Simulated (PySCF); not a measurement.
# Unknowns

PySCF 2.14 calculation with geometry from GFN2-xTB and shielding tensors at PBE0/pcSseg-1 (GIAO); isolated molecule, equivalent nuclei averaged, no relativistic terms, a single conformation.

Referencing at the same level of theory: TMS for 1H and 13C. Splittings of carbon signals by F and P are missing where no couplings were computed. Where no couplings were computed, multiplicities follow the n + 1 count of equivalent neighbours, and m marks all less simple cases (inequivalent or close neighbours, rings, F or P nearby). Shifts are as computed. Against solution values, carbons near 30 ppm lie about +3 ppm off and those near 130 ppm about +5 ppm. Of 1211 compounds with measured shifts, 218 miss one by over three times the rms of a fit or turn the order of signals round; such compounds aren't used in these exercises. OH and NH positions are gas-phase values without hydrogen bonding to other molecules.

Task: C4H9F2NSi. 1H NMR (500 MHz, computed): δ 8.10 (m, 1H), 6.05 (m, 1H), 6.04 (m, 1H), 4.69 (s, 3H), 3.88 (d, 2H), 0.37 (br s, 1H). 13C{1H} NMR (computed): δ 147.0 (CH), 134.5 (CH), 118.3 (CH), 51.5 (CH2). Give a structure.

Result: SMILES FC(F)/C=C\CN[SiH3]. The formula gives 1 degree of unsaturation (no ring in the answer). 4 carbon signals for 4 carbons: no two carbons are equivalent. Carbon types of the structure: 3 × CH, 1 × CH2, leaving 4 H on heteroatoms. δC 147.0, 134.5: alkene CH; an sp2 carbon of a C=C bond. δC 118.3: allylic sp3 CH bonded to 2 F; 2 electronegative neighbours deshield it. δC 51.5: allylic sp3 CH2 bonded to N; deshielded by the electronegative neighbour. δH 3.88: hydrogen on an allylic sp3 CH2 bonded to N; its carbon carries N, which withdraws density.

The shifts were computed for this structure.

Task: C7H7OP. 1H NMR (400 MHz, computed): δ 10.18 (m, 1H), 9.38 (m, 1H), 8.68 (m, 1H), 8.33 (m, 1H), 3.01 (m, 3H). 13C{1H} NMR (computed): δ 196.9 (CH), 189.1 (C), 172.1 (CH), 141.3 (C), 140.6 (CH), 135.2 (CH), 28.2 (CH3). Identify the compound.

Result: SMILES Cc1ccc(C=O)cp1. 7 carbon signals for 7 carbons: no two carbons are equivalent. Carbon types of the structure: 2 × C, 4 × CH, 1 × CH3, which accounts for all hydrogens. δC 196.9: aldehyde carbonyl carbon; low-lying n→π* states of the double bond to the heteroatom give a large paramagnetic term (-251 ppm). δC 189.1, 141.3: substituted aromatic carbon. δH 10.18: hydrogen on an aldehyde carbonyl carbon; deshielded by the polar, anisotropic C=O bond. δH 9.38, 8.68, 8.33: hydrogen on an aromatic CH.

This is the structure that produced the data.

Task: C7H14O3. 1H NMR (500 MHz, computed): δ 4.25 (q, 1H), 2.86 (br s, 1H), 1.59 (s, 9H), 1.32 (d, 3H). 13C{1H} NMR (computed): δ 185.7 (C), 82.5 (C), 71.2 (CH), 28.9 (CH3), 25.5 (CH3). Identify the compound.

Result: `O=C([C@@H](C)O)OC(C)(C)C`. The formula gives 1 degree of unsaturation (no ring in the answer). 5 carbon signals for 7 carbons: some carbons are equivalent by symmetry or fast rotation. Carbon types of the structure: 2 × C, 1 × CH, 4 × CH3, leaving 1 H on heteroatoms. δC 185.7: ester carbonyl carbon; it is a carbonyl in resonance with an O or N lone pair, the region of acids, esters and amides. δC 82.5: fully substituted sp3 carbon bonded to O; deshielded by the electronegative neighbour. δC 71.2: sp3 CH bonded to O, α to a carbonyl; the inductive effect lowers its shielding. δH 4.25: hydrogen on an sp3 CH bonded to O, α to a carbonyl; its carbon carries O, hence the downfield position.

This is the structure that produced the data.
